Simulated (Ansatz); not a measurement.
Ansatz results at the PBE0-D4/def2-TZVP geometry: LUMO energy (ωB97M-V/def2-TZVPP) 2.32 eV; HOMO energy (B3LYP/def2-TZVPP) -7.35 eV; LUMO energy (PBE0/def2-TZVPP) 0.79 eV.

Each molecule was computed in one conformer, which needn't be the lowest.

Problem. Which molecule gave them?
A. `FB(F)O[SiH3]`
B. `BCCN`
C. `CBNC`
D. `OB(S)S`

Solution. C. The others give `BCCN`: 0.56, -6.58, -1.34; `FB(F)O[SiH3]`: 1.35, -9.47, -0.23; `OB(S)S`: 1.62, -7.18, -0.09.

B3LYP here is the variant with VWN-RPA as its local correlation; programs differ in this.
